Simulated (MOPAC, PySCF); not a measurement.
CH5InO2, SMILES `[CH3][In]([OH])[OH]` (O–In–O–H torsion 180°, O–In–O–H torsion -180°), neutral singlet in the gas phase. 

Cartesian coordinates (Å):
```xyz
9

C      1.5066    -0.0684     0.0366
In    -0.6508     0.0330    -0.0131
O     -1.7794     1.6806    -0.0766
O     -1.9254    -1.5060    -0.0100
H      1.9129     0.8847     0.3675
H      1.8692    -0.2908    -0.9657
H      1.8166    -0.8600     0.7157
H     -1.2634     2.4931    -0.0819
H     -1.4859    -2.3618     0.0196
```
Charge 0, spin multiplicity 1.

All levels are single points at this geometry (B3LYP-D3(BJ)/def2-TZVP); Pople sets use spherical d functions. Orbital energies aren't observables, and empty levels follow the basis.

```json
[
 {"level": "B3LYP-D3(BJ)/def2-TZVP in PySCF", "HOMO (eV)": "-7.73", "LUMO (eV)": "-1.44", "gap (eV)": "6.29", "dipole (D)": "4.53", "vertical IE, Delta-SCF (eV)": "9.91"},
 {"level": "B3LYP/LANL2DZ in PySCF", "HOMO (eV)": "-7.43", "LUMO (eV)": "-0.97", "gap (eV)": "6.46", "dipole (D)": "5.48", "vertical IE, Delta-SCF (eV)": "–"},
 {"level": "BP86/6-31G* (LANL2DZ on In) in PySCF", "HOMO (eV)": "-5.91", "LUMO (eV)": "-1.37", "gap (eV)": "4.54", "dipole (D)": "4.28", "vertical IE, Delta-SCF (eV)": "–"},
 {"level": "M06-2X/6-31G* (LANL2DZ on In) in PySCF", "HOMO (eV)": "-9.05", "LUMO (eV)": "0.10", "gap (eV)": "9.15", "dipole (D)": "4.71", "vertical IE, Delta-SCF (eV)": "–"},
 {"level": "SVWN5/6-31G* (LANL2DZ on In) in PySCF", "HOMO (eV)": "-5.91", "LUMO (eV)": "-1.41", "gap (eV)": "4.51", "dipole (D)": "4.39", "vertical IE, Delta-SCF (eV)": "–"},
 {"level": "HF/6-31G* (LANL2DZ on In) in PySCF", "HOMO (eV)": "-11.09", "LUMO (eV)": "1.89", "gap (eV)": "12.98", "dipole (D)": "5.34", "vertical IE, Delta-SCF (eV)": "–"},
 {"level": "AM1 in MOPAC", "HOMO (eV)": "-10.44", "LUMO (eV)": "-1.25", "gap (eV)": "9.19", "dipole (D)": "4.40", "vertical IE, Delta-SCF (eV)": "–"},
 {"level": "PM6 in MOPAC", "HOMO (eV)": "-11.29", "LUMO (eV)": "0.02", "gap (eV)": "11.30", "dipole (D)": "5.44", "vertical IE, Delta-SCF (eV)": "–"},
 {"level": "PM7 in MOPAC", "HOMO (eV)": "-10.94", "LUMO (eV)": "-0.26", "gap (eV)": "10.68", "dipole (D)": "5.54", "vertical IE, Delta-SCF (eV)": "–"}
]
```
